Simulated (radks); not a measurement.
W+, 73 electrons, occupied as [Xe] 4f14 5d4 6s1 (the NIST ground configuration). All-electron calculation, scalar-relativistic Kohn-Sham, PBEsol, spin-polarised, spherical densities, finite nucleus; open shells are filled with parallel spins first (spin-orbit coupling, left out, can overturn this in heavy ions); Fermi nuclear charge, rms radius 5.3658 fm. Program: a radial shooting solver on a logarithmic mesh with Libxc functionals.

X-ray form factor f0, the Fourier transform of the density (f0(0) = 73):

sin(theta)/lambda (1/angstrom)  f0 (electrons)
0.05                                    72.056
0.1                                     69.556
0.15                                    66.196
0.2                                     62.557
0.25                                    58.944
0.3                                     55.476
0.4                                     49.122
0.5                                     43.611
0.6                                     38.890
0.8                                     31.292
1                                       25.570
1.25                                    20.588
1.5                                     17.449
2                                       13.805
